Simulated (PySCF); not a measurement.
Coordinates in bohr (charge 0 multiplicity 2):
```
Ga    0.0000    0.0000   -0.6855
F     0.0000    0.0000   -4.0673
Cl    0.0000    0.0000    3.5611
```

These are results of UPBE0/[Ga def2-TZVP, F def2-TZVP, Cl def2-TZVP], no relativity, density fitting, PySCF, not measurements.

This geometry of GaFCl is a stationary point at this level.

**Question.** What is the point group?

**Answer.** C∞v.

**Question.** Is it a minimum?

**Answer.** No: it has 2 imaginary modes (one degenerate set), at 176i cm⁻¹ (π).

**Question.** List the harmonic modes with their infrared intensities.

**Answer.** 
| symmetry | ω (cm⁻¹) | IR (km/mol, summed over degenerate members) |
| --- | --- | --- |
| π | 176i | – |
| σ+ | 313 | 34.9 |
| σ+ | 593 | 135 |

**Question.** What are the dipole moment and the gap between the highest occupied and lowest empty levels of either spin?

**Answer.** 0.14 D and 2.69 eV.

In C∞v the vibrations span π + 2σ+.

Other isomers or separated fragments may lie lower. At this level a doublet minimum of Cs symmetry lies 59 kJ/mol below this structure.
